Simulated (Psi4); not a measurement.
Internal rotation in C₄H₅FGeS, SMILES Fc1cc[c]([GeH3])s1, singlet. Scanned: dihedral S7–C5–Ge6–H10; all other coordinates were relaxed at GFN2-xTB. Heavy atoms are numbered in the order of the SMILES Fc1cc[c]([GeH3])s1, hydrogens after them in the order of the atoms that carry them; the mirror image has the same energies with the sign of each dihedral reversed.

- PBE/def2-SVP // GFN2-xTB (Psi4)
- PBE-D3(BJ)/def2-SVP // GFN2-xTB (Psi4)
- MP2/cc-pVTZ = Psi4 1.11 with DF-MP2 (frozen core)/cc-pVTZ // GFN2-xTB

Energies relative to the lowest point of each profile, in kcal/mol; the last columns give the difference from MP2:

```json
[
 {"φ / °": "0", "PBE/def2-SVP": "0.31", "PBE-D3(BJ)/def2-SVP": "0.31", "MP2/cc-pVTZ": "0.30", "PBE/def2-SVP − MP2/cc-pVTZ": "0.00", "PBE-D3(BJ)/def2-SVP − MP2/cc-pVTZ": "0.01"},
 {"φ / °": "10", "PBE/def2-SVP": "0.29", "PBE-D3(BJ)/def2-SVP": "0.29", "MP2/cc-pVTZ": "0.28", "PBE/def2-SVP − MP2/cc-pVTZ": "0.00", "PBE-D3(BJ)/def2-SVP − MP2/cc-pVTZ": "0.01"},
 {"φ / °": "20", "PBE/def2-SVP": "0.24", "PBE-D3(BJ)/def2-SVP": "0.24", "MP2/cc-pVTZ": "0.23", "PBE/def2-SVP − MP2/cc-pVTZ": "0.01", "PBE-D3(BJ)/def2-SVP − MP2/cc-pVTZ": "0.01"},
 {"φ / °": "30", "PBE/def2-SVP": "0.16", "PBE-D3(BJ)/def2-SVP": "0.16", "MP2/cc-pVTZ": "0.16", "PBE/def2-SVP − MP2/cc-pVTZ": "0.01", "PBE-D3(BJ)/def2-SVP − MP2/cc-pVTZ": "0.01"},
 {"φ / °": "40", "PBE/def2-SVP": "0.08", "PBE-D3(BJ)/def2-SVP": "0.08", "MP2/cc-pVTZ": "0.08", "PBE/def2-SVP − MP2/cc-pVTZ": "0.00", "PBE-D3(BJ)/def2-SVP − MP2/cc-pVTZ": "0.00"},
 {"φ / °": "50", "PBE/def2-SVP": "0.02", "PBE-D3(BJ)/def2-SVP": "0.02", "MP2/cc-pVTZ": "0.02", "PBE/def2-SVP − MP2/cc-pVTZ": "0.00", "PBE-D3(BJ)/def2-SVP − MP2/cc-pVTZ": "0.00"},
 {"φ / °": "60", "PBE/def2-SVP": "0.00", "PBE-D3(BJ)/def2-SVP": "0.00", "MP2/cc-pVTZ": "0.00", "PBE/def2-SVP − MP2/cc-pVTZ": "0.00", "PBE-D3(BJ)/def2-SVP − MP2/cc-pVTZ": "0.00"},
 {"φ / °": "70", "PBE/def2-SVP": "0.01", "PBE-D3(BJ)/def2-SVP": "0.01", "MP2/cc-pVTZ": "0.01", "PBE/def2-SVP − MP2/cc-pVTZ": "0.00", "PBE-D3(BJ)/def2-SVP − MP2/cc-pVTZ": "0.00"},
 {"φ / °": "80", "PBE/def2-SVP": "0.07", "PBE-D3(BJ)/def2-SVP": "0.08", "MP2/cc-pVTZ": "0.07", "PBE/def2-SVP − MP2/cc-pVTZ": "0.00", "PBE-D3(BJ)/def2-SVP − MP2/cc-pVTZ": "0.00"},
 {"φ / °": "90", "PBE/def2-SVP": "0.15", "PBE-D3(BJ)/def2-SVP": "0.16", "MP2/cc-pVTZ": "0.15", "PBE/def2-SVP − MP2/cc-pVTZ": "0.00", "PBE-D3(BJ)/def2-SVP − MP2/cc-pVTZ": "0.00"},
 {"φ / °": "100", "PBE/def2-SVP": "0.24", "PBE-D3(BJ)/def2-SVP": "0.24", "MP2/cc-pVTZ": "0.23", "PBE/def2-SVP − MP2/cc-pVTZ": "0.00", "PBE-D3(BJ)/def2-SVP − MP2/cc-pVTZ": "0.01"},
 {"φ / °": "110", "PBE/def2-SVP": "0.29", "PBE-D3(BJ)/def2-SVP": "0.29", "MP2/cc-pVTZ": "0.28", "PBE/def2-SVP − MP2/cc-pVTZ": "0.00", "PBE-D3(BJ)/def2-SVP − MP2/cc-pVTZ": "0.01"}
]
```

PBE/def2-SVP is furthest from MP2/cc-pVTZ at 30 (0.01 kcal/mol, above); its mean absolute difference over the points is 0.00 kcal/mol.

PBE-D3(BJ)/def2-SVP is furthest from MP2/cc-pVTZ at 10 (0.01 kcal/mol, above); its mean absolute difference over the points is 0.00 kcal/mol.
